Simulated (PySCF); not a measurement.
Numbering as in the mapped SMILES `[CH3:1][CH2:2][O:3][Si:4]([OH:5])([OH:6])/[CH:7]=[CH:8]/[Cl:9]` (H(Xn): hydrogen on atom n).

PySCF calculation with GIAO PBE0/pcSseg-1 shieldings and geometry from GFN2-xTB; no solvent model, equivalent nuclei averaged, non-relativistic, one computed conformer.

Scale: ¹³C, ¹H, ²⁹Si against TMS; ¹⁷O against H2O; HCl for ³⁵Cl (reference shieldings calculated alike).

| atoms | nucleus | count | δ (ppm) |
| --- | --- | --- | --- |
| C8 | ¹³C | 1 | 146.3 |
| H(C7) | ¹H | 1 | ? |
| H(O5)/H(O6) | ¹H | 2 | ? |
| H(C8) | ¹H | 1 | 6.45 |
| H(C2) | ¹H | 2 | 4.25 |
| Cl9 | ³⁵Cl | 1 | 261 |
| C2 | ¹³C | 1 | 63.3 |
| C7 | ¹³C | 1 | ? |
| O3 | ¹⁷O | 1 | 67.5 |
| Si4 | ²⁹Si | 1 | ? |
| C1 | ¹³C | 1 | 21.5 |
| O5/O6 | ¹⁷O | 2 | 49.9 |
| H(C1) | ¹H | 3 | 1.33 |

Complete the table.

Answers


- C7: 137.0 ppm, alkene CH; the olefinic region
- H(C7): 5.98 ppm, hydrogen on an alkene CH; a vinylic proton, deshielded by the sp2 carbon and the C=C anisotropy
- H(O5)/H(O6): 2.03 ppm, hydrogen on an oxygen bonded to Si; exchangeable; this is the value without hydrogen bonding to other molecules
- Si4: -60.6 ppm, silicon bonded to C, 3 O

The OH or NH signal is concentration- and solvent-dependent in practice; the value given is the gas-phase one. Carbons that carry Cl, above all several Cl atoms, come out too deshielded, partly because spin–orbit coupling is missing. Shifts are as computed. Against solution values, carbons near 30 ppm lie about +3 ppm off and those near 130 ppm about +5 ppm; carbons on Cl a further +6 ppm. Of 1211 compounds with measured shifts, 218 miss one by over three times the rms of a fit or turn the order of signals round; such compounds aren't used in these exercises. Experimental scales use liquid or dissolved standards, which lie at an offset from isolated H2O (liquid H2O: subtract about 36 ppm).
